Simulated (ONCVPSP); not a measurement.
**Plane-wave convergence, ONCV potential for Pd (Z = 46)**

```
Element                 : Pd
Generator               : ONCVPSP 4.0.1
Type                    : optimised norm-conserving Vanderbilt (ONCV)
Functional              : PBE
Relativity              : scalar-relativistic
Frozen core             : [Ar] 3d10
Valence charge          : 18
Reference configuration : 4s2 4p6 4d9 5s1
Partial waves           : 4s+5s: rc 1.80 bohr, ncon 4, nbas 7, qcut 8.8 1/bohr, 2 projectors; 4p: rc 1.15 bohr, ncon 3, nbas 6, qcut 8.6 1/bohr, 2 projectors, debl 1.8 Ha; 4d: rc 1.50 bohr, ncon 4, nbas 9, qcut 10.7 1/bohr, 1 projector
Local potential         : polynomial inside 1.15 bohr (lpopt 5, dvloc0 1 Ha)
Core correction         : none
```

In the p channel the program set the typed energies aside and used -2.002, 0.250 Ha.

Problem. For each optimised wave give the share of its norm inside rc, the residual kinetic energy above qcut (Ha) and the cutoffs (Ha) for errors of 10, 1, 0.1 and 0.01 mHa per electron.

Solution.

| wave | norm inside rc | residual KE | 10 mHa | 1 mHa | 0.1 mHa | 0.01 mHa |
| --- | --- | --- | --- | --- | --- | --- |
| 4s | 0.985 | 3.2e-08 | 15.4 | 21.8 | 26.6 | 30.7 |
| 5s | 0.088 | 2.2e-08 | 6.0 | 19.3 | 25.3 | 30.0 |
| 4p | 0.659 | 3.6e-04 | 22.3 | 32.7 | 80.0 | not reached |
| p projector 2 | 0.051 | 8.7e-05 | 10.8 | 27.3 | 36.6 | 66.7 |
| 4d | 0.597 | 1.9e-08 | 24.3 | 32.2 | 39.2 | 45.2 |

The occupied waves need 33 Ha and 80 Ha for 1 and 0.1 mHa.
